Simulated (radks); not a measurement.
All-electron atom: the fluorine ion F2+ in [He] 2s2 2p3.

Calculated with a radial shooting solver on a logarithmic mesh with Libxc functionals: scalar-relativistic Kohn-Sham, r2SCAN, spin-polarised, spherical densities, finite nucleus; open shells are filled with parallel spins first; meta-GGA in the generalised Kohn-Sham scheme; Fermi nuclear charge, rms radius 2.8976 fm.

Energy parts (eV):
total: -2663.821
kinetic: 2663.948
electron-nucleus: -6101.044
Hartree: 1029.068
exchange-correlation: -255.794

Orbitals (lengths in bohr, moments of r in powers of bohr; r(90%) holds 90 % of the orbital's charge):
orbital,occ.,eigenvalue (eV),r(90%)
1s up,1,-717.1353,0.316
1s down,1,-713.3908,0.313
2s up,1,-72.9000,1.42
2s down,1,-63.4505,1.49
2p up,3,-52.8092,1.46
2p down,0,-42.8469,1.58

The highest occupied level is 2p up at -52.809 eV. Spin moment in Bohr magnetons: 3. The spin density at the nucleus is 0.070 e/bohr^3 (1s -1.698, 2s 1.767). For comparison, the ionisation energy in NIST's Atomic Spectra Database is 62.708 eV (semi-empirical). In exact Kohn-Sham theory the highest level is minus the ionisation energy, but local and semilocal functionals leave it too shallow, through self-interaction and a potential that decays too fast; potentials with the right tail come closer.
